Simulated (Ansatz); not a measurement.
A nudged elastic band was laid between two geometries of BFH6OSi (10 atoms, charge 0, multiplicity 1).

The calculation used RKS PBE0/def2-SVP in Ansatz.

* movable images: 5
* climbing image: yes
* spring: 5.0 eV/Å²
* optimiser: quadratic models (default)
* start path: through a guess of the saddle point
* force threshold: 0.03 eV/Å
* iteration limit: 60
* end points: relaxed

First end point:

```xyz
10
Properties=species:S:1:pos:R:3
B -0.130 -0.093 0.171
F -0.555 0.182 1.447
H 0.846 0.537 -0.198
H -1.033 -0.268 -0.647
O 0.425 -1.671 0.281
Si -0.760 -2.840 -0.181
H -0.192 -4.141 0.274
H -2.045 -2.559 0.505
H -0.861 -2.782 -1.656
H 0.957 -1.812 1.076
```

Last end point:

```xyz
10
Properties=species:S:1:pos:R:3
B 0.084 -0.137 -0.751
F 0.207 -1.672 2.639
H 0.623 0.861 -0.333
H -0.233 -0.268 -1.915
O -0.162 -1.136 0.130
Si -0.879 -2.673 -0.085
H 0.141 -3.694 0.265
H -2.061 -2.741 0.808
H -1.280 -2.786 -1.516
H 0.213 -1.203 1.830
```

(1) Which bonds break or form, and what moves?

(2) Give the energies along the band, and the barrier.

(3) What is the geometry of the highest image?

(4) What are the harmonic wavenumbers there?

The band took 30 iterations and about 6 core-minutes.

Results:

(1) Bonds broken: B1–F2, O5–H10. Bonds formed: F2–H10. BFH6OSi becomes BH5OSi + FH.

(2) It converged. The highest image is number 2 of 0 to 6, 0.80 eV above the first end and 0.44 eV above the last; the last end lies 0.35 eV above the first. A vibrational analysis at the climbing image gives one clearly imaginary mode, 839i cm⁻¹: a first-order saddle point. The orbitals stay closed-shell, which can raise the energy where a bond breaks towards radicals; this wasn't checked here.

| image | path coordinate (Å) | energy (eV) | B1–F2 (Å) | O5–H10 (Å) | F2–H10 (Å) |
| --- | --- | --- | --- | --- | --- |
| 0 | 0.00 | 0.00 | 1.37 | 0.97 | 2.53 |
| 1 | 0.96 | 0.03 | 1.38 | 0.97 | 2.17 |
| 2 | 1.93 | 0.80 | 1.63 | 1.29 | 1.10 |
| 3 | 2.97 | 0.48 | 2.54 | 1.91 | 0.93 |
| 4 | 4.01 | 0.43 | 3.11 | 1.80 | 0.93 |
| 5 | 5.05 | 0.38 | 3.56 | 1.74 | 0.93 |
| 6 | 6.09 | 0.35 | 3.72 | 1.74 | 0.93 |

(3) 
```xyz
10
Properties=species:S:1:pos:R:3
B -0.029 -0.197 0.023
F 0.307 -0.036 1.614
H 0.849 0.365 -0.586
H -1.192 0.098 -0.145
O 0.211 -1.668 0.232
Si -0.774 -2.953 -0.259
H -0.172 -4.188 0.310
H -2.160 -2.763 0.256
H -0.776 -2.998 -1.746
H 0.388 -1.107 1.375
```

(4) 839i, 70, 109, 177, 532, 670, 710, 744, 816, 877, 917, 943, 951, 977, 1020, 1073, 1207, 1272, 2060, 2253, 2272, 2279, 2568, 2675 cm⁻¹.

The run took 3.2 min on 2 threads of Intel(R) Xeon(R) Platinum 8488C (Sapphire Rapids), with other jobs on the host, peak memory 0.19 GiB.
